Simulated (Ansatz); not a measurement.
Consider the silylene formation by 1,1-elimination: `OC(F)(F)[SiH3]` → `OC(F)F` + `[SiH2]`.

Program: Ansatz. Geometries: PBE0-D4/def2-TZVP. ΔE: electronic, gas phase. CBS: MP2 limit from def2 TZ/QZ plus the TZ coupled-cluster correction, frozen cores. This one scheme is used for every species. Functionals use def2-TZVPP. B3LYP here is the variant with VWN-RPA as its local correlation; programs differ in this. One conformer a species, not always the lowest.

`OC(F)(F)[SiH3]`:

Cartesian coordinates in Å:
```
O -0.942 -0.958 0.931
C -0.430 -0.494 -0.231
F -1.442 -0.067 -1.051
F 0.158 -1.518 -0.926
Si 0.834 0.927 0.084
H -1.571 -1.668 0.735
H 1.334 1.366 -1.239
H 1.933 0.387 0.918
H 0.126 2.026 0.779
```

`OC(F)F`:

Cartesian coordinates in Å:
```
O 0.094 0.911 0.590
C -0.135 -0.070 -0.303
F -0.877 -1.068 0.237
F 1.021 -0.651 -0.707
H 0.555 0.537 1.352
H -0.656 0.341 -1.168
```

`[SiH2]`:

Z-matrix (Å, degrees):
```
Si
H 1 1.525
H 1 1.525 2 91.2
```

```csv
level,ΔE (kJ/mol),difference from CCSD(T)/CBS
PBE-D4,210.1,7.1
r2SCAN-D4,224.7,21.7
PBE0-D4,212.3,9.3
B3LYP-D4,201.2,-1.8
ωB97X-V,215.6,12.6
ωB97M-V,201.4,-1.6
PBE,203.0,0.0
CCSD/def2-TZVPP,187.9,-15.1
MP2/def2-QZVPP,215.9,12.9
CCSD/CBS(def2),197.6,-5.4
CCSD(T)/CBS,203.0,0
```

Largest T1 diagnostic among the species: 0.014.

From PBE to PBE0 (25 % exact exchange), in def2-TZVPP and without D4, ΔE moves by +3.2 kJ/mol. In def2-TZVPP, CCSD(T) changes the Hartree–Fock value by +16.8 kJ/mol (the triples alone add +5.4 kJ/mol) and MP2 by +33.6 kJ/mol. The D4 term adds +11.6 kJ/mol with B3LYP and +6.1 kJ/mol with PBE0; it sums over pairs of atoms, weighted by their polarisabilities, and B3LYP, whose exchange is more repulsive, gets the larger term.
